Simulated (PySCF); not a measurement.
C2H4N, SMILES C(C)#[NH+], charge +1. Coordinates come from a PBE-D3(BJ)/def2-TZVP optimisation. The isomer is the one that the SMILES or the coordinates give; other isomers of the formula were not compared.

Computed with PySCF with PBE-D3(BJ)/def2-TZVP.

Harmonic wavenumbers (cm⁻¹): 384, 384, 523, 523, 935, 990, 990, 1332, 1367, 1367, 2317, 2962, 3044, 3044, 3605. Rotational constants (GHz): 154.2, 8.619, 8.619; symmetry number 3.

**Question.** Work out the zero-point energy and the ideal-gas rigid-rotor harmonic-oscillator thermochemistry at 298.15 K and 1 atm.

**Answer.** ZPE = ½ Σ hcν = ½ × 23767 cm⁻¹ = 142.16 kJ/mol. H − E(el) = 155.26 kJ/mol. Entropy in J/(mol K): translation 155.38, rotation 78.17, vibration 15.19, total 248.74. G − E(el) = 81.10 kJ/mol. Cp = 62.58 J/(mol K).
